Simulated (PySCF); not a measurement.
Energies from PySCF, thermal terms from the rigid-rotor harmonic-oscillator model, ideal gas at 1 bar. The comparison is the NASA 1993 polynomial table, which mixes measured and estimated data. S°(298 K) at PBE0/def2-TZVP differs from the NASA 1993 table for Cs₂F₂ (+5 J/mol/K); whether the harmonic model or the table's entry is off was not settled. All species are closed-shell singlets. Cs: scalar-relativistic def2 core potential, no spin-orbit coupling. The harmonic model lacks anharmonicity and excited electronic states, which grow with temperature; levels with a mode under 35 cm⁻¹ are left out. Soft modes under 120 cm⁻¹ make the harmonic entropy rough for Cs₂F₂. The table's entry may be an old estimate for Cs₂F₂ (not checked at source).

Harmonic frequencies at PBE/def2-SVP (cm⁻¹): 79, 90, 225, 227, 250, 280. Point group D2h; S°(298 K) = 356.5 J/mol/K at this level.

### Question
Work out Cp and S° of gaseous Cs₂F₂ at 500, 800, 1200, 1600, 2000 K from these, and set them beside the table.

### Answer
```
T (K)  Cp PBE/def2-SVP  Cp table  S° PBE/def2-SVP  S° table
-----  ---------------  --------  ---------------  --------
500               81.7      82.0            398.2     394.2
800               82.6      82.7            436.8     433.0
1200              82.9      82.9            470.4     466.5
1600              83.0      83.0            494.3     490.4
2000              83.1      83.1            512.8     508.9
```
Units J/mol/K.
